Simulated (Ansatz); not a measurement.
The same path of H₃LiOSSi (7 atoms, charge 0, multiplicity 1) was run twice with different band settings. Lost on the way: Si4–H5. Made: Li1–S3, Li1–Si4, S3–H5.

Computed with Ansatz, RKS PBE-D4/def2-SVP.

Relaxed end points:

```xyz
7
Properties=species:S:1:pos:R:3
Li 0.541 -2.497 1.858
O 0.955 -1.329 0.850
S 1.481 -0.157 -0.189
Si -0.398 0.813 -0.558
H -0.156 1.952 -1.519
H -1.011 1.354 0.712
H -1.411 -0.136 -1.154
```

```xyz
7
Properties=species:S:1:pos:R:3
Li -0.193 -1.037 1.123
O 1.442 -0.821 0.470
S 1.076 0.082 -0.795
Si -1.235 0.605 -0.698
H 1.421 1.385 -0.434
H -1.068 0.735 0.872
H -1.443 -0.950 -0.538
```

Common settings: movable images 5; climbing image yes; optimiser quadratic models (default); start path through a guess of the saddle point; force threshold 0.05 eV/Å; iteration limit 60; end points relaxed.

| run | spring |
| --- | --- |
| 1 | 5.0 eV/Å² |
| 2 | 50.0 eV/Å² |

Task: What does each run give, and how far can it be trusted?

Result: Run 1: converged after 16 iterations, highest image 1.637 eV above the first end. A vibrational analysis at the climbing image gives one clearly imaginary mode, 740i cm⁻¹: a first-order saddle point.
Run 2: converged after 18 iterations, highest image 1.637 eV above the first end. Another band between the same ends (5 images) ends at a top of the same energy, where a vibrational analysis finds 1 clearly imaginary mode.
The orbitals stay closed-shell, which can raise the energy where a bond breaks towards radicals; this wasn't checked here.
